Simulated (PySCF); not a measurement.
Here is a job for PySCF.
```python
from pyscf import gto, scf, mp

mol = gto.Mole()
mol.atom = '''
    C     1.171013    0.004751   -0.092470
    N     0.446365    1.083380   -0.115987
    C    -0.856665    0.747767    0.092638
    N    -0.942221   -0.666660    0.207449
    N     0.377843   -1.083067    0.014059
    H     2.229201   -0.057500   -0.215749
    H    -1.680901    1.382009   -0.145967
    H    -1.608295   -1.175186   -0.377944
'''
mol.basis = 'sto-3g'
mol.charge = 0
mol.spin = 2
mol.verbose = 3
mol.build()

mf = scf.UHF(mol)
mf.kernel()

pt = mp.MP2(mf, frozen=5)
pt.kernel()
print('E(MP2) = %.10f' % pt.e_tot)
```

Problem. Give the total energy at the level MP2/STO-3G in PySCF.

Solution. -237.8479 Eh

Problem. What is the computed number of basis functions (MP2/STO-3G)?

Solution. 28

Problem. Give the nuclear repulsion energy at the level MP2/STO-3G.

Solution. 163.0732 Eh

Problem. Estimate the SCF-reference Mulliken (on the basis functions themselves) charges in atom order that MP2/STO-3G returns for this input.

Solution. C1 0.11, N2 -0.24, C3 0.12, N4 -0.28, N5 -0.12, H6 0.11, H7 0.10, H8 0.20

Problem. Give the MP2 correlation energy at the level MP2/STO-3G.

Solution. -0.2268 Eh

These values belong to the state on which the SCF converged, which isn't shown to be the lowest.
